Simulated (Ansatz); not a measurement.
Ansatz (a program for electronic structure) input (B3LYP-D3(BJ)/def2-TZVP):

Ansatz 0.2 input:
```yaml
crystal:
  periodic: [false, false, false]
  atoms:
    - {symbol: C, position_ang: [-1.81218320, -0.07437759, 0.06289324]}
    - {symbol: C, position_ang: [-0.69933297, -1.06281464, 0.05701123]}
    - {symbol: C, position_ang: [0.60559246, -0.77883360, 0.00442750]}
    - {symbol: C, position_ang: [1.11177589, 0.55096639, -0.05458415]}
    - {symbol: N, position_ang: [1.53455686, 1.62270152, -0.10263921]}
    - {symbol: H, position_ang: [-1.44971488, 0.95155968, 0.01830297]}
    - {symbol: H, position_ang: [-2.47816369, -0.24824584, -0.78690246]}
    - {symbol: H, position_ang: [-2.41965627, -0.19279634, 0.96448427]}
    - {symbol: H, position_ang: [-0.97615882, -2.11104047, 0.09944615]}
    - {symbol: H, position_ang: [1.34668257, -1.56803100, 0.00465665]}
basis:
  gaussian:
    orbitals: def2-TZVP
hamiltonian:
  xc: b3lyp
  dispersion: d3bj
phonons: {temperatures: {t_min: 298.15, t_max: 298.15, t_step: 100}}
```

Output:

```
Functional definition: B3LYP
integrals: 0.08 GiB planned
1095 factors; their error is unknown
mean field: 0.86 GiB planned
mean field evaluation 1: about -5711.4867 eV, gradient 6.5e1 eV
mean field evaluation 2: about -5707.3134 eV, gradient 7.6e1 eV
mean field evaluation 4: about -5720.8174 eV, gradient 5.3e0 eV
mean field evaluation 8: about -5720.8685 eV, gradient 5.4e-1 eV
mean field evaluation 16: about -5720.8689 eV, gradient 9.0e-5 eV
mean field -5720.86893233 eV, -210.2380555188 hartree, gradient 3.7e-5 eV, S^2 0.000000; 0 other end points of the search recorded, 0 dependent functions left out
the calculation of the forces begins
reference -5720.86917505 eV, -210.2380644386 hartree; 18, 18 occupied and 167, 167 virtual orbitals, 1095 factors
these checks for a lower state are left out or cut short: stability, starts, cluster_reference, orbital_swaps, neighbouring_geometries, increment
integrals: 0.08 GiB planned
1095 factors; their error is unknown
mean field: 0.86 GiB planned
mean field -5720.86872210 eV, -210.2380477931 hartree, gradient 3.1e-6 eV, S^2 0.000000; 0 other end points of the search recorded, 0 dependent functions left out
the calculation of the forces begins
reference -5720.86896490 eV, -210.2380567157 hartree; 18, 18 occupied and 167, 167 virtual orbitals, 1095 factors
these checks for a lower state are left out or cut short: stability, starts, cluster_reference, orbital_swaps, neighbouring_geometries, increment
integrals: 0.08 GiB planned
1095 factors; their error is unknown
mean field: 0.85 GiB planned
mean field evaluation 32: about -5720.8688 eV, gradient 7.2e-3 eV
mean field -5720.86882901 eV, -210.2380517221 hartree, gradient 3.1e-6 eV, S^2 0.000000; 0 other end points of the search recorded, 0 dependent functions left out
the calculation of the forces begins
reference -5720.86907166 eV, -210.2380606393 hartree; 18, 18 occupied and 167, 167 virtual orbitals, 1095 factors
these checks for a lower state are left out or cut short: stability, starts, cluster_reference, orbital_swaps, neighbouring_geometries, increment
integrals: 0.08 GiB planned
1095 factors; their error is unknown
mean field: 0.86 GiB planned
mean field -5720.86876893 eV, -210.2380495140 hartree, gradient 3.1e-6 eV, S^2 0.000000; 0 other end points of the search recorded, 0 dependent functions left out
the calculation of the forces begins
reference -5720.86901165 eV, -210.2380584339 hartree; 18, 18 occupied and 167, 167 virtual orbitals, 1095 factors
these checks for a lower state are left out or cut short: stability, starts, cluster_reference, orbital_swaps, neighbouring_geometries, increment
integrals: 0.08 GiB planned
1095 factors; their error is unknown
mean field: 0.85 GiB planned
mean field -5720.86876805 eV, -210.2380494816 hartree, gradient 3.1e-6 eV, S^2 0.000000; 0 other end points of the search recorded, 0 dependent functions left out
the calculation of the forces begins
reference -5720.86901077 eV, -210.2380584015 hartree; 18, 18 occupied and 167, 167 virtual orbitals, 1095 factors
these checks for a lower state are left out or cut short: stability, starts, cluster_reference, orbital_swaps, neighbouring_geometries, increment
integrals: 0.08 GiB planned
1095 factors; their error is unknown
mean field: 0.86 GiB planned
mean field -5720.86867478 eV, -210.2380460540 hartree, gradient 3.1e-6 eV, S^2 0.000000; 0 other end points of the search recorded, 0 dependent functions left out
the calculation of the forces begins
reference -5720.86891754 eV, -210.2380549753 hartree; 18, 18 occupied and 167, 167 virtual orbitals, 1095 factors
these checks for a lower state are left out or cut short: stability, starts, cluster_reference, orbital_swaps, neighbouring_geometries, increment
integrals: 0.08 GiB planned
[...]
integrals: 0.08 GiB planned
1095 factors; their error is unknown
mean field: 0.85 GiB planned
mean field -5720.86885747 eV, -210.2380527677 hartree, gradient 3.1e-6 eV, S^2 0.000000; 0 other end points of the search recorded, 0 dependent functions left out
the calculation of the forces begins
reference -5720.86910013 eV, -210.2380616856 hartree; 18, 18 occupied and 167, 167 virtual orbitals, 1095 factors
these checks for a lower state are left out or cut short: stability, starts, cluster_reference, orbital_swaps, neighbouring_geometries, increment
integrals: 0.08 GiB planned
1095 factors; their error is unknown
mean field: 0.86 GiB planned
mean field -5720.86891485 eV, -210.2380548766 hartree, gradient 3.1e-6 eV, S^2 0.000000; 0 other end points of the search recorded, 0 dependent functions left out
the calculation of the forces begins
reference -5720.86915763 eV, -210.2380637984 hartree; 18, 18 occupied and 167, 167 virtual orbitals, 1095 factors
these checks for a lower state are left out or cut short: stability, starts, cluster_reference, orbital_swaps, neighbouring_geometries, increment
integrals: 0.08 GiB planned
1095 factors; their error is unknown
mean field: 0.86 GiB planned
mean field -5720.86891913 eV, -210.2380550337 hartree, gradient 3.1e-6 eV, S^2 0.000000; 0 other end points of the search recorded, 0 dependent functions left out
the calculation of the forces begins
reference -5720.86916184 eV, -210.2380639534 hartree; 18, 18 occupied and 167, 167 virtual orbitals, 1095 factors
these checks for a lower state are left out or cut short: stability, starts, cluster_reference, orbital_swaps, neighbouring_geometries, increment
integrals: 0.08 GiB planned
1095 factors; their error is unknown
mean field: 0.85 GiB planned
mean field evaluation 224: about -5720.8689 eV, gradient 3.1e-4 eV
mean field -5720.86891225 eV, -210.2380547809 hartree, gradient 3.1e-6 eV, S^2 0.000000; 0 other end points of the search recorded, 0 dependent functions left out
the calculation of the forces begins
reference -5720.86915498 eV, -210.2380637010 hartree; 18, 18 occupied and 167, 167 virtual orbitals, 1095 factors
these checks for a lower state are left out or cut short: stability, starts, cluster_reference, orbital_swaps, neighbouring_geometries, increment
integrals: 0.08 GiB planned
1095 factors; their error is unknown
mean field: 0.86 GiB planned
mean field -5720.86885886 eV, -210.2380528189 hartree, gradient 3.1e-6 eV, S^2 0.000000; 0 other end points of the search recorded, 0 dependent functions left out
the calculation of the forces begins
reference -5720.86910155 eV, -210.2380617376 hartree; 18, 18 occupied and 167, 167 virtual orbitals, 1095 factors
these checks for a lower state are left out or cut short: stability, starts, cluster_reference, orbital_swaps, neighbouring_geometries, increment
integrals: 0.08 GiB planned
1095 factors; their error is unknown
mean field: 0.85 GiB planned
mean field -5720.86887331 eV, -210.2380533500 hartree, gradient 3.1e-6 eV, S^2 0.000000; 0 other end points of the search recorded, 0 dependent functions left out
the calculation of the forces begins
reference -5720.86911607 eV, -210.2380622711 hartree; 18, 18 occupied and 167, 167 virtual orbitals, 1095 factors
these checks for a lower state are left out or cut short: stability, starts, cluster_reference, orbital_swaps, neighbouring_geometries, increment
integrals: 0.08 GiB planned
1095 factors; their error is unknown
mean field: 0.86 GiB planned
mean field -5720.86890206 eV, -210.2380544065 hartree, gradient 3.1e-6 eV, S^2 0.000000; 0 other end points of the search recorded, 0 dependent functions left out
the calculation of the forces begins
reference -5720.86914476 eV, -210.2380633254 hartree; 18, 18 occupied and 167, 167 virtual orbitals, 1095 factors
these checks for a lower state are left out or cut short: stability, starts, cluster_reference, orbital_swaps, neighbouring_geometries, increment
integrals: 0.08 GiB planned
1095 factors; their error is unknown
mean field: 0.86 GiB planned
mean field evaluation 256: about -5720.8689 eV, gradient 3.1e-6 eV
mean field -5720.86891387 eV, -210.2380548406 hartree, gradient 3.1e-6 eV, S^2 0.000000; 0 other end points of the search recorded, 0 dependent functions left out
the calculation of the forces begins
reference -5720.86915662 eV, -210.2380637615 hartree; 18, 18 occupied and 167, 167 virtual orbitals, 1095 factors
these checks for a lower state are left out or cut short: stability, starts, cluster_reference, orbital_swaps, neighbouring_geometries, increment
integrals: 0.08 GiB planned
1095 factors; their error is unknown
mean field: 0.85 GiB planned
mean field -5720.86889589 eV, -210.2380541798 hartree, gradient 3.1e-6 eV, S^2 0.000000; 0 other end points of the search recorded, 0 dependent functions left out
the calculation of the forces begins
reference -5720.86913864 eV, -210.2380631007 hartree; 18, 18 occupied and 167, 167 virtual orbitals, 1095 factors
these checks for a lower state are left out or cut short: stability, starts, cluster_reference, orbital_swaps, neighbouring_geometries, increment
integrals: 0.08 GiB planned
1095 factors; their error is unknown
mean field: 0.86 GiB planned
mean field -5720.86885990 eV, -210.2380528571 hartree, gradient 3.1e-6 eV, S^2 0.000000; 0 other end points of the search recorded, 0 dependent functions left out
the calculation of the forces begins
reference -5720.86910259 eV, -210.2380617760 hartree; 18, 18 occupied and 167, 167 virtual orbitals, 1095 factors
these checks for a lower state are left out or cut short: stability, starts, cluster_reference, orbital_swaps, neighbouring_geometries, increment
integrals: 0.08 GiB planned
1095 factors; their error is unknown
mean field: 0.86 GiB planned
mean field -5720.86888921 eV, -210.2380539341 hartree, gradient 3.1e-6 eV, S^2 0.000000; 0 other end points of the search recorded, 0 dependent functions left out
the calculation of the forces begins
reference -5720.86913195 eV, -210.2380628546 hartree; 18, 18 occupied and 167, 167 virtual orbitals, 1095 factors
these checks for a lower state are left out or cut short: stability, starts, cluster_reference, orbital_swaps, neighbouring_geometries, increment
integrals: 0.08 GiB planned
1095 factors; their error is unknown
mean field: 0.86 GiB planned
mean field -5720.86885606 eV, -210.2380527161 hartree, gradient 3.1e-6 eV, S^2 0.000000; 0 other end points of the search recorded, 0 dependent functions left out
the calculation of the forces begins
reference -5720.86909877 eV, -210.2380616353 hartree; 18, 18 occupied and 167, 167 virtual orbitals, 1095 factors
these checks for a lower state are left out or cut short: stability, starts, cluster_reference, orbital_swaps, neighbouring_geometries, increment
integrals: 0.08 GiB planned
1095 factors; their error is unknown
mean field: 0.85 GiB planned
mean field evaluation 288: about -5720.8788 eV, gradient 5.3e-1 eV
mean field -5720.86890932 eV, -210.2380546733 hartree, gradient 3.1e-6 eV, S^2 0.000000; 0 other end points of the search recorded, 0 dependent functions left out
the calculation of the forces begins
reference -5720.86915206 eV, -210.2380635937 hartree; 18, 18 occupied and 167, 167 virtual orbitals, 1095 factors
these checks for a lower state are left out or cut short: stability, starts, cluster_reference, orbital_swaps, neighbouring_geometries, increment
integrals: 0.08 GiB planned
1095 factors; their error is unknown
mean field: 0.85 GiB planned
mean field -5720.86888175 eV, -210.2380536602 hartree, gradient 3.1e-6 eV, S^2 0.000000; 0 other end points of the search recorded, 0 dependent functions left out
the calculation of the forces begins
reference -5720.86912446 eV, -210.2380625795 hartree; 18, 18 occupied and 167, 167 virtual orbitals, 1095 factors
Total energy: -5721.20232517 eV, -210.2503074796 hartree
Atom 0 at    -1.812183    -0.074378     0.062893 Å, force    -0.000251     0.000835    -0.000018 eV/Å
Atom 1 at    -0.699333    -1.062815     0.057011 Å, force     0.000288     0.000020    -0.000010 eV/Å
Atom 2 at     0.605592    -0.778834     0.004428 Å, force     0.000813    -0.000752    -0.000003 eV/Å
Atom 3 at     1.111776     0.550966    -0.054584 Å, force    -0.000918    -0.000824     0.000057 eV/Å
Atom 4 at     1.534557     1.622702    -0.102639 Å, force     0.000387     0.000729    -0.000036 eV/Å
Atom 5 at    -1.449715     0.951560     0.018303 Å, force    -0.000005    -0.000513     0.000016 eV/Å
Atom 6 at    -2.478164    -0.248246    -0.786902 Å, force    -0.000139    -0.000008     0.000380 eV/Å
Atom 7 at    -2.419656    -0.192796     0.964484 Å, force    -0.000164    -0.000031    -0.000368 eV/Å
Atom 8 at    -0.976159    -2.111040     0.099446 Å, force     0.000203     0.000268    -0.000015 eV/Å
Atom 9 at     1.346683    -1.568031     0.004657 Å, force    -0.000212     0.000276    -0.000002 eV/Å
Dipole moment:    -0.527032    -0.722271     0.040474 e Å
Vibrations: 152.57 160.85 291.19 402.40 534.03 674.26 752.86 907.07 969.63 988.20 1072.58 1128.49 1264.01 1403.85 1431.22 1479.77 1482.37 1688.12 2330.04 3027.51 3070.02 3121.62 3157.85 3185.66 cm⁻¹, zero-point energy 2.149650 eV
```
